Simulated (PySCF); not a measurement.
C7H7FO.
Atom-mapped SMILES: `[CH3:1][O:2][c:3]1[cH:4][cH:5][cH:6][c:7]([F:8])[cH:9]1` (hydrogens: H10, H11, H12 on C1; H13 on C4; H14 on C5; H15 on C6; H16 on C9)

All values: wB97X-D/pcSseg-2 (PySCF, non-relativistic), on one gas-phase PBE0-D3(BJ)/def2-TZVP geometry that isn't relaxed in the solvent. The solvent is an IEF-PCM continuum (cavity from Bondi-type radii × 1.2). The model holds no explicit solvent molecules, cavitation or dispersion.

Gas phase at wB97X-D/pcSseg-2: HOMO -8.36 eV, LUMO 1.46 eV, dipole 1.40 D.

Problem. What does the continuum do to the energy, the frontier levels and the dipole at wB97X-D/pcSseg-2 in chloroform?

Solution. 
```csv
solvent,ε,E(solvent) − E(gas) (kcal/mol),polarisation term (kcal/mol),distortion of the solute (kcal/mol),HOMO (eV),LUMO (eV),dipole (D)
chloroform,4.711,-3.17,-3.47,0.30,-8.36,1.46,1.59
```

Polarisation term: ½ Σ q·V over the induced surface charges. Distortion: the rise of the solute's own energy as its density leaves the gas-phase optimum.

Problem. Which radius a makes the point-dipole formula ΔE = −[(ε − 1)/(2ε + 1)]·μ²/a³ give the value in chloroform, with the gas-phase dipole?

Solution. μ = 0.551 au and |ΔE| = 0.00505 Eh give a = 1.47 Å; the farthest nucleus lies 3.64 Å from the centroid of the nuclei, so such a sphere wouldn't even hold the nuclei. The formula assumes a rigid point dipole at the centre of a sphere.

Conformer computed: `[CH3:1][O:2][c:3]1[cH:4][cH:5][cH:6][c:7]([F:8])[cH:9]1`: C1–O2–C3–C4 179°.

The pairwise dispersion term of wB97X-D wasn't added to the energies; at a given geometry it leaves orbitals and properties as they are.
